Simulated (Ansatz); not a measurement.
Geometry optimisation, RHF/def2-SVP in Ansatz 0.2.0.

The input (input.yaml):

```yaml
crystal:
  periodic: [false, false, false]
  atoms:
    - { symbol: Ge, position_ang: [0.258301, 0.085448, -0.025547] }
    - { symbol: Cl, position_ang: [0.281287, 0.007973, 2.148462] }
    - { symbol: F, position_ang: [1.854156, -0.067889, -0.551454] }
    - { symbol: F, position_ang: [-0.296835, 1.538992, -0.653302] }
    - { symbol: F, position_ang: [-0.555617, -1.229081, -0.692336] }
    - { symbol: S, position_ang: [-3.049215, 0.14169, 0.972207] }
    - { symbol: H, position_ang: [-3.257864, -1.101955, 0.535747] }
    - { symbol: H, position_ang: [-2.284312, -0.247976, 2.038522] }
basis:
  gaussian: { orbitals: def2-SVP }
hamiltonian:
  xc: hf
relax:
  f_tol: 0.03
  max_steps: 50
output:
  orbitals: {}
```

Launched with:

```bash
$ ansatz run input.yaml --threads 2 --pin off --max-ram 3072MiB --backend cpu --events-out ev --progress --plain --runs-dir out
```

**Question.** Where does it end, and by what steps?

**Answer.** It converged. The force dipped under the threshold on the way, but the program's further checks kept it going. After 25 steps the energy has fallen by 0.226 eV; H8 moved furthest, 1.03 Å.

```
step  energy less start (eV)  largest force component (eV/Å)  accepted
   0                  0.0000                           1.313       yes
   1                 -0.1547                           0.296       yes
   2                 -0.1868                           0.275       yes
   3                 -0.2046                           0.217       yes
   4                 -0.2094                           0.266       yes
   5                 -0.2146                           0.115       yes
   6                 -0.2170                           0.014       yes
   7                 -0.2050                           0.786        no
   8                 -0.2178                           0.196       yes
   9                 -0.2184                           0.129       yes
  10                 -0.2194                           0.121       yes
  11                 -0.2202                           0.037       yes
  12                 -0.2208                           0.086       yes
  13                 -0.2211                           0.104       yes
  14                 -0.2216                           0.100       yes
  15                 -0.2223                           0.090       yes
  16                 -0.2199                           0.383        no
  17                 -0.2228                           0.048       yes
  18                 -0.2224                           0.279        no
  19                 -0.2221                           0.157        no
  20                 -0.2231                           0.004       yes
  21                 -0.2236                           0.052       yes
  22                 -0.2237                           0.183       yes
  23                 -0.2225                           0.303        no
  24                 -0.2249                           0.029       yes
  25                 -0.2257                           0.017       yes
```

```xyz
8
Properties=species:S:1:pos:R:3
Ge 0.470 0.065 0.006
Cl 0.848 0.421 2.031
F 1.928 -0.095 -0.829
F -0.362 1.321 -0.745
F -0.370 -1.374 -0.252
S -3.099 0.180 1.325
H -3.418 -0.449 0.192
H -3.046 -0.942 2.046
```

The run took 69 s on 2 threads of Arm Neoverse V1, with other jobs on the host, peak memory 0.31 GiB.
